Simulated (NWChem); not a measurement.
Atomisation of C₂H₃Cl₂F

```
C
F 1 1.3490
C 1 1.5122 2 110.10
H 3 1.0971 1 110.53 2 180.00
H 3 1.0997 4 109.50 1 -119.97
H 3 1.0997 4 109.50 5 -120.05
Cl 1 1.8022 2 107.74 3 121.06
Cl 1 1.8022 2 107.74 3 -121.06
```
Charge 0, spin multiplicity 1.

Program: NWChem. All single points use one geometry, from B3LYP/def2-SVP, a minimum by its harmonic frequencies.

Basis set: def2-TZVP. The atomisation energy is electronic alone: no zero-point, thermal, spin-orbit or counterpoise terms. No value is extrapolated to the basis-set limit. Free atoms are single determinants with multiplicities C 3, F 2, Cl 2, H 2.

B3LYP has NWChem's definition, with VWN1-RPA local correlation. The structure started from a generated list of species. No SCF solution was tested for a lower state. Open-shell Hartree-Fock references start from PBE0 orbitals.

Question: For the atomisation energy, PBE0 gives 682.3 kcal/mol and B3LYP gives 666.6 kcal/mol. What do PBE, TPSS, HF give?

Answer: PBE: 700.4 kcal/mol; TPSS: 680.2 kcal/mol; HF: 476.5 kcal/mol.
